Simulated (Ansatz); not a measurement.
The cluster As3⁻. The state is a quintet with charge -1. Geometry B3LYP-D4/def2-TZVPD; atoms count from 1.

```tsv
atom	x (Å)	y (Å)	z (Å)
As1	-0.089	-0.936	-1.636
As2	-0.901	0.671	1.516
As3	0.991	0.266	0.120
```

The highest occupied level of the charge -1 quintet lies above zero (up to 0.23 eV). It is a level of α spin, whose loss leaves a quartet; that state wasn't run at this geometry and level. The electron is either unbound and held by the finite basis, or the level is raised by self-interaction error. At PBE0-D4/def2-TZVPD a triplet of charge -1 lies 1.81 eV below the quintet, each at its own geometry. The structure comes from a short search, and lower isomers may exist.

(1) Estimate the Mulliken populations from the PBE0/def2-TZVPD orbitals of Ansatz.

(2) Where does the spin sit?

(3) And the Mayer bond orders between bonded heavy atoms (over 0.3)?

Answers

(1) 
```csv
atom,charge (e),spin (α − β)
As1,-0.30,1.82
As2,-0.30,1.82
As3,-0.40,0.36
```
Mulliken values and Mayer orders depend strongly on the basis. With diffuse functions, as here, like atoms can get unlike values, and bond orders can come out too low or too high.

(2) Summed by element: As 4.00, of 4 unpaired in all. Largest on single atoms: As1 1.82, As2 1.82, As3 0.36.

(3) As1–As3 1.42 (2.39 Å); As2–As3 1.42 (2.39 Å). Values over 0.3 also appear between atoms too far apart for a bond (As1–As2 0.34 at 3.63 Å); they arise where an orbital or an unpaired electron spreads over both atoms.
